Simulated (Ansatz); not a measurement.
`[SeH][SiH2][TeH]` + `N[SiH2][SiH3]` → `N[SiH]([SiH3])[SeH]` + `[SiH3][TeH]`  (formal exchange of groups at the Se–Si bond)

Program: Ansatz. Geometries: PBE0-D4/def2-TZVP. ΔE: electronic, gas phase. CBS: MP2 limit from def2 TZ/QZ plus the TZ coupled-cluster correction, frozen cores. This one scheme is used for every species. Functionals use def2-TZVPP. B3LYP here is the variant with VWN-RPA as its local correlation; programs differ in this. HSE06 is defined as in plane-wave codes. Elements past krypton have def2 core potentials. For Se, Te outer-core shells are correlated without core-valence functions, which leaves a few kJ/mol of doubt a bond. Scalar relativity is left out up to krypton. One conformer a species, not always the lowest.

```
         level  ΔE (kJ/mol)  difference from CCSD(T)/CBS
        PBE-D4         -8.3                         -0.6
       BLYP-D4         -9.2                         -1.5
      B3LYP-D4         -9.2                         -1.5
    r2SCANh-D4         -9.0                         -1.3
      BHLYP-D4         -9.1                         -1.4
       ωB97X-V         -8.7                         -1.0
       ωB97M-V         -8.9                         -1.2
        B2PLYP         -7.8                         -0.1
      PBE-QIDH         -8.0                         -0.3
       r2SCANh         -8.6                         -0.9
         HSE06         -7.6                          0.1
     CAM-B3LYP         -8.6                         -0.9
       LC-ωPBE         -8.3                         -0.6
  MP2/def2-SVP         -8.4                         -0.7
MP2/def2-TZVPP         -7.6                          0.1
  HF/CBS(def2)         -8.7                         -1.0
   CCSD(T)/CBS         -7.7                            0
```

Largest T1 diagnostic among the species: 0.011.

Leaving LDA and LC-ωPBE aside and taking each functional with its dispersion term where it has one, the values, not all of them listed here, spread over 2.0 kJ/mol, from CAM-B3LYP-D4 to B97M-V.
